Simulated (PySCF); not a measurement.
PySCF input for H₂O₂Zn, SMILES [OH][Zn][OH], TPSSh-D3(BJ)/def2-TZVP. 

```python
import numpy as np
from pyscf import gto, scf, dft
from pyscf.geomopt import geometric_solver

mol = gto.M(
    atom='''
    Zn   -0.00000000    0.00000000    0.17280314
    O    -0.00000000    1.62453424   -0.35409713
    H     0.00000000    2.37132198    0.24073004
    O     0.00000000   -1.62453425   -0.35409713
    H    -0.00000000   -2.37132198    0.24073005
    ''',
    basis='def2-TZVP',
    charge=0,
    spin=0,
    max_memory=1600,
    verbose=3,
)
mf = dft.RKS(mol, xc='tpssh').density_fit(auxbasis='def2-universal-jkfit')
mf.disp = 'd3bj'
mf.grids.level = 4
mf.conv_tol = 1e-9
mf.max_cycle = 100
mf.kernel()
grad = mf.nuc_grad_method()
grad.grid_response = mol.nao <= 150
conv, mol_eq = geometric_solver.kernel(grad, convergence_set='GAU_TIGHT', maxsteps=100)
print(mol_eq.tostring(format='xyz'))
mf.reset(mol_eq)
mf.kernel()
```

It prints:

```
[...]

Geometry optimization cycle 3
Cartesian coordinates (Angstrom)
 Atom        New coordinates             dX        dY        dZ
  Zn  -0.000000   0.000000  -0.081267    0.000000  0.000000 -0.145987
   O   0.000000   1.755125  -0.366763    0.000000  0.047454 -0.009294
   H  -0.000000   2.362238   0.380432    0.000000 -0.048010  0.082288
   O  -0.000000  -1.755125  -0.366764   -0.000000 -0.047454 -0.009295
   H   0.000000  -2.362238   0.380431    0.000000  0.048010  0.082288
converged SCF energy = -1931.13463184077
--------------- DFRKS_Scanner gradients ---------------
         x                y                z
0 Zn    -0.0000000000    -0.0000000014     0.0048112943
1 O     0.0000000000     0.0020545802    -0.0010524710
2 H    -0.0000000000     0.0025283658    -0.0013531762
3 O     0.0000000000    -0.0020545800    -0.0010524673
4 H    -0.0000000000    -0.0025283647    -0.0013531798
----------------------------------------------
cycle 3: E = -1931.13463184  dE = -0.00320601  norm(grad) = 0.007089
Step    2 : Displace = 9.396e-02/1.460e-01 (rms/max) Trust = 1.414e-01 (+) Grad = 3.170e-03/4.811e-03 (rms/max) E (change) = -1931.1346318408 (-3.206e-03) Quality = 1.428
Hessian Eigenvalues: 2.30000e-02 2.30000e-02 5.00000e-02 ... 4.46940e-01 5.66223e-01 5.72221e-01

Geometry optimization cycle 4
Cartesian coordinates (Angstrom)
 Atom        New coordinates             dX        dY        dZ
  Zn   0.000000   0.000000  -0.220751    0.000000  0.000000 -0.139484
   O   0.000000   1.775243  -0.373238    0.000000  0.020118 -0.006475
   H   0.000000   2.265221   0.456649    0.000000 -0.097018  0.076217
   O   0.000000  -1.775243  -0.373239    0.000000 -0.020118 -0.006475
   H   0.000000  -2.265221   0.456648    0.000000  0.097018  0.076217
converged SCF energy = -1931.13596432436
--------------- DFRKS_Scanner gradients ---------------
         x                y                z
0 Zn     0.0000000000    -0.0000000018     0.0003565293
1 O    -0.0000000000     0.0038548812     0.0001381596
2 H    -0.0000000000     0.0010092407    -0.0003164241
3 O    -0.0000000000    -0.0038548785     0.0001381599
4 H    -0.0000000000    -0.0010092416    -0.0003164247
----------------------------------------------
cycle 4: E = -1931.13596432  dE = -0.00133248  norm(grad) = 0.0056677
Step    3 : Displace = 1.008e-01/1.395e-01 (rms/max) Trust = 2.000e-01 (+) Grad = 2.535e-03/3.857e-03 (rms/max) E (change) = -1931.1359643244 (-1.332e-03) Quality = 1.164
Hessian Eigenvalues: 2.30000e-02 2.30000e-02 5.00000e-02 ... 4.18663e-01 5.66223e-01 5.70814e-01

Geometry optimization cycle 5
Cartesian coordinates (Angstrom)
 Atom        New coordinates             dX        dY        dZ
  Zn   0.000000   0.000000  -0.245236    0.000000  0.000000 -0.024485
   O   0.000000   1.771732  -0.374927    0.000000 -0.003511 -0.001689
   H   0.000000   2.234615   0.470580    0.000000 -0.030605  0.013931
   O   0.000000  -1.771732  -0.374927   -0.000000  0.003511 -0.001689
   H   0.000000  -2.234616   0.470579    0.000000  0.030605  0.013931
converged SCF energy = -1931.1360881289
--------------- DFRKS_Scanner gradients ---------------
         x                y                z
0 Zn    -0.0000000000    -0.0000000012    -0.0001113766
1 O     0.0000000000     0.0018172614     0.0000987470
2 H    -0.0000000000     0.0002160222    -0.0000430587
3 O     0.0000000000    -0.0018172591     0.0000987466
4 H    -0.0000000000    -0.0002160232    -0.0000430583
----------------------------------------------
cycle 5: E = -1931.13608813  dE = -0.000123805  norm(grad) = 0.00259496
Step    4 : Displace = 2.405e-02/3.363e-02 (rms/max) Trust = 2.828e-01 (+) Grad = 1.161e-03/1.820e-03 (rms/max) E (change) = -1931.1360881289 (-1.238e-04) Quality = 1.245
Hessian Eigenvalues: 2.30000e-02 2.30000e-02 5.00000e-02 ... 3.49624e-01 5.66223e-01 5.69579e-01

Geometry optimization cycle 6
Cartesian coordinates (Angstrom)
 Atom        New coordinates             dX        dY        dZ
  Zn   0.000000   0.000000  -0.244996   -0.000000 -0.000000  0.000240
   O   0.000000   1.767852  -0.375541    0.000000 -0.003880 -0.000614
   H   0.000000   2.228715   0.471074    0.000000 -0.005900  0.000495
   O  -0.000000  -1.767852  -0.375542   -0.000000  0.003880 -0.000614
   H   0.000000  -2.228715   0.471074   -0.000000  0.005900  0.000495
converged SCF energy = -1931.13610572417
--------------- DFRKS_Scanner gradients ---------------
         x                y                z
0 Zn     0.0000000000    -0.0000000005     0.0000278619
1 O    -0.0000000000     0.0002888379    -0.0000594578
2 H     0.0000000000    -0.0000324771     0.0000455267
3 O     0.0000000000    -0.0002888369    -0.0000594576
4 H     0.0000000000     0.0000324766     0.0000455267
----------------------------------------------
cycle 6: E = -1931.13610572  dE = -1.75953e-05  norm(grad) = 0.000425389
Step    5 : Displace = 4.495e-03/5.921e-03 (rms/max) Trust = 3.000e-01 (+) Grad = 1.902e-04/2.949e-04 (rms/max) E (change) = -1931.1361057242 (-1.760e-05) Quality = 1.106
Hessian Eigenvalues: 2.30000e-02 2.30000e-02 5.00000e-02 ... 3.49624e-01 5.66223e-01 5.69287e-01

Geometry optimization cycle 7
Cartesian coordinates (Angstrom)
 Atom        New coordinates             dX        dY        dZ
  Zn   0.000000   0.000000  -0.243025   -0.000000 -0.000000  0.001971
   O   0.000000   1.767099  -0.375463    0.000000 -0.000753  0.000078
   H   0.000000   2.229972   0.470011   -0.000000  0.001257 -0.001064
   O  -0.000000  -1.767099  -0.375464   -0.000000  0.000753  0.000078
   H   0.000000  -2.229972   0.470010   -0.000000 -0.001257 -0.001064
converged SCF energy = -1931.13610632605
--------------- DFRKS_Scanner gradients ---------------
         x                y                z
0 Zn    -0.0000000000    -0.0000000003     0.0000564513
1 O     0.0000000000     0.0000414027    -0.0000574230
2 H    -0.0000000000    -0.0000199832     0.0000291973
3 O     0.0000000000    -0.0000414023    -0.0000574227
4 H    -0.0000000000     0.0000199830     0.0000291971
----------------------------------------------
cycle 7: E = -1931.13610633  dE = -6.01882e-07  norm(grad) = 0.000125353
Step    6 : Displace = 1.446e-03/1.971e-03 (rms/max) Trust = 3.000e-01 (=) Grad = 5.606e-05/7.079e-05 (rms/max) E (change) = -1931.1361063260 (-6.019e-07) Quality = 1.123
Hessian Eigenvalues: 2.30000e-02 2.30000e-02 5.00000e-02 ... 3.49624e-01 5.66223e-01 5.68428e-01

Geometry optimization cycle 8
Cartesian coordinates (Angstrom)
 Atom        New coordinates             dX        dY        dZ
  Zn   0.000000   0.000000  -0.242787    0.000000 -0.000000  0.000237
   O   0.000000   1.767002  -0.375366    0.000000 -0.000097  0.000097
   H   0.000000   2.230402   0.469795    0.000000  0.000430 -0.000216
   O  -0.000000  -1.767002  -0.375367   -0.000000  0.000097  0.000097
   H   0.000000  -2.230402   0.469794    0.000000 -0.000430 -0.000216
converged SCF energy = -1931.13610637011
--------------- DFRKS_Scanner gradients ---------------
         x                y                z
0 Zn    -0.0000000000    -0.0000000001     0.0000322427
1 O    -0.0000000000     0.0000080625    -0.0000285266
2 H     0.0000000000    -0.0000071064     0.0000124053
3 O    -0.0000000000    -0.0000080623    -0.0000285264
4 H    -0.0000000000     0.0000071063     0.0000124051
----------------------------------------------
cycle 8: E = -1931.13610637  dE = -4.40609e-08  norm(grad) = 5.66207e-05
Step    7 : Displace = 3.334e-04/4.807e-04 (rms/max) Trust = 3.000e-01 (=) Grad = 2.532e-05/3.224e-05 (rms/max) E (change) = -1931.1361063701 (-4.406e-08) Quality = 1.312
Hessian Eigenvalues: 2.30000e-02 2.30000e-02 5.00000e-02 ... 3.49624e-01 5.64949e-01 5.66223e-01

Geometry optimization cycle 9
Cartesian coordinates (Angstrom)
 Atom        New coordinates             dX        dY        dZ
  Zn   0.000000   0.000000  -0.242906    0.000000 -0.000000 -0.000119
   O   0.000000   1.766989  -0.375296    0.000000 -0.000013  0.000070
   H   0.000000   2.230509   0.469784    0.000000  0.000108 -0.000011
   O   0.000000  -1.766989  -0.375297    0.000000  0.000013  0.000070
   H   0.000000  -2.230510   0.469784    0.000000 -0.000108 -0.000011
converged SCF energy = -1931.13610638119
--------------- DFRKS_Scanner gradients ---------------
         x                y                z
0 Zn     0.0000000000    -0.0000000000     0.0000070926
1 O    -0.0000000000    -0.0000000495    -0.0000048282
2 H     0.0000000000    -0.0000011623     0.0000012818
3 O     0.0000000000     0.0000000496    -0.0000048281
4 H    -0.0000000000     0.0000011623     0.0000012818
----------------------------------------------
cycle 9: E = -1931.13610638  dE = -1.10767e-08  norm(grad) = 1.01449e-05
Step    8 : Displace = 9.759e-05/1.187e-04 (rms/max) Trust = 3.000e-01 (=) Grad = 4.537e-06/7.093e-06 (rms/max) E (change) = -1931.1361063812 (-1.108e-08) Quality = 1.193
Hessian Eigenvalues: 2.30000e-02 2.30000e-02 5.00000e-02 ... 3.49624e-01 5.65266e-01 5.66223e-01

Geometry optimization cycle 10
Cartesian coordinates (Angstrom)
 Atom        New coordinates             dX        dY        dZ
  Zn   0.000000   0.000000  -0.242980    0.000000 -0.000000 -0.000074
   O   0.000000   1.766995  -0.375282    0.000000  0.000005  0.000014
   H   0.000000   2.230497   0.469807    0.000000 -0.000013  0.000023
   O   0.000000  -1.766995  -0.375282   -0.000000 -0.000005  0.000014
   H   0.000000  -2.230497   0.469806    0.000000  0.000013  0.000023
converged SCF energy = -1931.1361063818
--------------- DFRKS_Scanner gradients ---------------
         x                y                z
0 Zn     0.0000000000    -0.0000000000     0.0000000984
1 O    -0.0000000000    -0.0000007869     0.0000000335
2 H    -0.0000000000     0.0000003173    -0.0000000827
3 O    -0.0000000000     0.0000007869     0.0000000335
4 H     0.0000000000    -0.0000003173    -0.0000000827
----------------------------------------------
cycle 10: E = -1931.13610638  dE = -6.15728e-10  norm(grad) = 1.21055e-06
Step    9 : Displace = 3.806e-05/7.378e-05 (rms/max) Trust = 3.000e-01 (=) Grad = 5.414e-07/7.877e-07 (rms/max) E (change) = -1931.1361063818 (-6.157e-10) Quality = 1.133
Hessian Eigenvalues: 2.30000e-02 2.30000e-02 5.00000e-02 ... 3.49624e-01 5.65150e-01 5.66223e-01

Geometry optimization cycle 11
Cartesian coordinates (Angstrom)
 Atom        New coordinates             dX        dY        dZ
  Zn   0.000000   0.000000  -0.242993   -0.000000 -0.000000 -0.000013
   O   0.000000   1.766997  -0.375283   -0.000000  0.000003 -0.000001
   H   0.000000   2.230485   0.469814   -0.000000 -0.000012  0.000007
   O   0.000000  -1.766997  -0.375283   -0.000000 -0.000003 -0.000001
   H   0.000000  -2.230485   0.469814   -0.000000  0.000012  0.000007
converged SCF energy = -1931.13610638145
--------------- DFRKS_Scanner gradients ---------------
         x                y                z
0 Zn     0.0000000000    -0.0000000000     0.0000007153
1 O    -0.0000000000     0.0000011871    -0.0000004184
2 H     0.0000000000    -0.0000006682     0.0000000608
3 O     0.0000000000    -0.0000011871    -0.0000004184
4 H    -0.0000000000     0.0000006682     0.0000000608
----------------------------------------------
cycle 11: E = -1931.13610638  dE = 3.47427e-10  norm(grad) = 2.14027e-06
Step   10 : Displace = 1.074e-05/1.393e-05 (rms/max) Trust = 3.000e-01 (=) Grad = 9.572e-07/1.259e-06 (rms/max) E (change) = -1931.1361063815 (+3.474e-10) Quality = -26.054
Hessian Eigenvalues: 2.30000e-02 2.30000e-02 5.00000e-02 ... 3.49624e-01 5.65150e-01 5.66223e-01
Converged! =D

5
XYZ from PySCF
Zn          0.00000000        0.00000002       -0.24299313
O           0.00000000        1.76699745       -0.37528254
H           0.00000000        2.23048502        0.46981403
O           0.00000000       -1.76699737       -0.37528293
H           0.00000000       -2.23048513        0.46981354
converged SCF energy = -1931.1361063816
```

The calculation finished and met its thresholds.
